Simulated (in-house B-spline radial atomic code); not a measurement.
A calculation on Rh VIII (Rh7+): its settings, and results tabulated from the run. Computed with a B-spline radial code for spherical atoms: scalar-relativistic (X2C) r2SCAN0, spin-polarised, spherical fractional occupations, exact exchange averaged over the configuration, Fermi nucleus of rms radius 4.4945 fm.

Command:
```bash
python run_scf.py task.json out
```
Settings (nuclear radius in fm, mass in u):
```
Z                45
configuration    [Kr] 4d2
hamiltonian      x2c
method           r2scan0
spin_polarised   True
nucleus          fermi
rms_radius       4.4945
atomic_mass      102.90549
speed_of_light   137.035999084
exact_exchange   averaged over the configuration
```

Output (hartree, bohr):
```
 radial grid: 66 intervals, B-splines of order 8, outer radius 13.5065 bohr

 iter        energy (Eh)    residual
    1       -4770.965589    9.59e-02
    2       -4770.973007    1.80e-03
    3       -4770.973012    9.50e-04
    4       -4770.973013    4.92e-04
    5       -4770.973013    2.91e-05
    6       -4770.973013    4.73e-06
    7       -4770.973013    5.43e-07
    8       -4770.973013    1.14e-07

 total energy                     -4770.97301
 kinetic                            4974.7690
 electron-nucleus                 -11389.1260
 Hartree                            1779.3318
 exact exchange                      -33.3680
 exchange-correlation               -102.5798

 orbital      occ     eigenvalue          <r>       <r^2>       <1/r>       r_max
 1s up      1.000      -854.0061    0.0321032   0.0014031     48.8011     0.02055
 1s down    1.000      -854.0066    0.0321031   0.0014031     48.8011     0.02055
 2s up      1.000      -128.6859     0.141355   0.0236269     10.9988      0.1196
 2s down    1.000      -128.6576     0.141341   0.0236225     11.0001      0.1196
 2p up      3.000      -115.6868     0.123505   0.0186494     10.3535     0.09555
 2p down    3.000      -115.6639     0.123488    0.018644     10.3548     0.09554
 3s up      1.000       -26.9881     0.388761    0.173081     3.79826      0.3506
 3s down    1.000       -26.9787     0.388752    0.173037     3.79724      0.3507
 3p up      3.000       -22.6546     0.388738    0.175653     3.56138       0.344
 3p down    3.000       -22.6420     0.388694     0.17556     3.56056      0.3441
 3d up      5.000       -15.7342     0.369072    0.162617     3.31471      0.2915
 3d down    5.000       -15.7072     0.369101    0.162558     3.31348      0.2918
 4s up      1.000        -7.3184      0.94531     1.00493     1.46081      0.8696
 4s down    1.000        -7.2028     0.943111     1.00091     1.46653      0.8666
 4p up      3.000        -5.9914      1.01211     1.15865     1.33222      0.9208
 4p down    3.000        -5.8618      1.01002     1.15471     1.33677      0.9178
 4d up      2.000        -4.0283      1.16823     1.56506     1.11871       1.032
```

Cost of the run: 0.45 s on 1 thread of Intel(R) Xeon(R) Platinum 8488C (shared host).

One-electron X2C: radii and densities carry no picture-change correction, so inner-shell <1/r> comes out high (for 1s by about 2 % at Z = 33, 5 % at 54, 10 % at 75, 30 % at 118) and <r> low.
